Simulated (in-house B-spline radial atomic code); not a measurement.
Successive ionisation energies of silicon; each step leads to the configuration of the next row (after the last: bare). Dirac energy differences include first-order Breit, QED and recoil terms. NIST's values go from ground level to ground level; the uncertainty of those that are theory runs from under 0.1 % in few-electron ions to several per cent in heavy many-electron ones. Computed with an all-electron radial atomic-structure program (B-spline basis): Dirac-Hartree-Fock, jj configuration that fills j = l - 1/2 first, finite nuclei.

A number in brackets counts the electrons of a j subshell.

| ion | configuration | ionisation energy (eV) | tabulated value (eV) | computed minus tabulated (eV) | highest orbital | largest mean radius (bohr) |
| --- | --- | --- | --- | --- | --- | --- |
| Si | [Ne] 3s2 3p1/2(2) | 6.8 | 8.15168 | -1.4 | 3p1/2 | 2.8094 |
| Si+ | [Ne] 3s2 3p1/2(1) | 15.7 | 16.34585 | -0.6 | 3p1/2 | 2.4666 |
| Si2+ | [Ne] 3s2 | 32.0 | 33.493 | -1.5 | 3s1/2 | 1.982 |
| Si3+ | [Ne] 3s1 | 44.7 | 45.14179 | -0.4 | 3s1/2 | 1.8661 |
| Si4+ | [He] 2s2 2p6 | 165.2 | 166.767 | -1.6 | 2p3/2 | 0.55962 |
| Si5+ | [He] 2s2 2p1/2(2) 2p3/2(3) | 206.7 | 205.279 | 1.4 | 2p1/2 | 0.54509 |
| Si6+ | [He] 2s2 2p1/2(2) 2p3/2(2) | 251.2 | 246.57 | 4.6 | 2p1/2 | 0.53107 |
| Si7+ | [He] 2s2 2p1/2(2) 2p3/2(1) | ? | ? | ? | ? | ? |
| Si8+ | [He] 2s2 2p1/2(2) | ? | ? | ? | ? | ? |
| Si9+ | [He] 2s2 2p1/2(1) | ? | ? | ? | ? | ? |
| Si10+ | [He] 2s2 | 471.6 | 476.273 | -4.7 | 2s1/2 | 0.48037 |
| Si11+ | [He] 2s1 | 523.3 | 523.415 | -0.2 | 2s1/2 | 0.46958 |
| Si12+ | 1s2 | 2436.3 | 2437.658 | -1.3 | 1s1/2 | 0.10973 |
| Si13+ | 1s1 | 2673.2 | 2673.178 | 0.0 | 1s1/2 | 0.10677 |

Q: Fill in the row of Si7+.

A: ionisation energy (eV): 298.8; tabulated value (eV): 303.59; computed minus tabulated (eV): -4.8; highest orbital: 2p1/2; largest mean radius (bohr): 0.51758.

Q: Fill in the row of Si8+.

A: ionisation energy (eV): 346.5; tabulated value (eV): 351.28; computed minus tabulated (eV): -4.7; highest orbital: 2p1/2; largest mean radius (bohr): 0.50465.

Q: Fill in the row of Si9+.

A: ionisation energy (eV): 401.8; tabulated value (eV): 401.38; computed minus tabulated (eV): 0.4; highest orbital: 2p1/2; largest mean radius (bohr): 0.49226.

Q: Where is the largest jump?

A: From Si11+ to Si12+, by a factor of 4.66 (523.26 to 2436.3 eV); the highest orbital goes from 2s1/2 to 1s1/2.

Q: How far is this level of theory from the measured and semi-empirical values?

A: Over those 11 rows the differences run from -4.81 to +4.65 eV (mean absolute value 2.4 eV). The calculation leaves out correlation and, in open shells, the multiplet splittings that an average leaves out.
